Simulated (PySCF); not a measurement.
# Curvature of the energy in the electron number along the 4p block, charge +1

Calculated with PySCF 2.14, in def2-SVP, non-relativistic: one orbital is emptied in steps, and each cell gives the departure of E from the straight line at half an electron, in eV (from a cubic fit). The exact functional gives zero.

| species | orbital | LDA | PBE | r2SCAN | PBE0 | BHandHLYP | LC-wPBE | wB97X | UHF |
| --- | --- | --- | --- | --- | --- | --- | --- | --- | --- |
| Ga+ | 4s beta | -1.11 | -1.10 | -0.94 | -0.80 | -0.57 | -0.10 | -0.24 | 0.05 |
| Ge+ | 4p alpha | -1.06 | -1.02 | -0.95 | -0.74 | -0.50 | -0.10 | -0.19 | 0.07 |
| As+ | 4p alpha | -1.16 | -1.12 | -1.04 | -0.81 | -0.53 | -0.13 | -0.21 | 0.11 |
| Se+ | 4p alpha | -1.26 | -1.22 | -1.13 | -0.88 | -0.56 | -0.17 | -0.25 | 0.14 |
| Br+ | 4p beta | -1.27 | -1.22 | -1.11 | -0.87 | -0.57 | -0.16 | -0.30 | 0.18 |
| Kr+ | 4p beta | -1.38 | -1.33 | -1.21 | -0.94 | -0.60 | -0.22 | -0.33 | 0.21 |

How does the mean departure depend on the functional?

LDA -1.20 eV; PBE -1.17 eV; r2SCAN -1.07 eV; PBE0 -0.84 eV; BHandHLYP -0.56 eV; LC-wPBE -0.15 eV; wB97X -0.25 eV; UHF 0.13 eV. Semilocal functionals are convex (delocalisation error), Hartree-Fock is concave or straight, and exact exchange removes curvature roughly in proportion to its share, so among the functionals the range-separated hybrids usually come closest to zero.

No spin-orbit coupling is included.
